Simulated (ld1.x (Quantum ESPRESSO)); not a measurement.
PBEsol PAW dataset for Lu, scalar-relativistic all-electron reference.

lutetium (Lu), PAW, made with ld1.x (Quantum ESPRESSO) 7.5 (PBEsol, scalar-relativistic). Core [Kr] 4d10 5s2, reference 4f14 5p6 5d1 6s2 6p0. Waves: 6s (bound): rcut 2.35, rcutus 3.15 bohr; 6s channel at 3.75 Ry: rcut 2.35, rcutus 3.15 bohr; 5p (bound): rcut 1.85, rcutus 2.30 bohr; 6p (bound, empty): rcut 1.85, rcutus 2.30 bohr; 5d (bound): rcut 3.05, rcutus 3.50 bohr; 5d channel at 4.2 Ry: rcut 3.05, rcutus 3.50 bohr; 4f (bound): rcut 0.80, rcutus 0.85 bohr; 4f channel at -0.05 Ry: rcut 0.80, rcutus 0.85 bohr. Local part: all-electron potential smoothed inside 1.00 bohr (lloc = -1). Core correction: Bessel-smoothed model core inside 0.65 bohr. Augmentation charge: PSQ, inside the norm-conserving radii.

Question: Does the generator finish with these settings?

Answer: Yes, a potential is produced and its reference levels are reproduced.

Question: Is the overlap operator S = 1 + Σ q|β⟩⟨β| positive definite (Bessel basis up to 400 Ry)?

Answer: No: its lowest eigenvalue is -0.576, in the p channel, so the generalised eigenproblem breaks down once the basis is large enough.

Its largest configuration-test error is -60 meV (4f14 5p6 5d0 6s0 6p0). Test run stopped at test 6 of 7 (negative rho), 1 before it not solved. Not counted: 4f14 5p6 5d1 6s0 6p0 (solver errors, printed error -501 meV).

The ghost test of this file was not conclusive. Its overlap operator is not positive definite in a basis up to 400 Ry (lowest eigenvalue s -0.02, p -0.58), so the file is unfit for use: the generalised eigenproblem breaks down once the basis is large enough, and its test numbers describe a broken file.
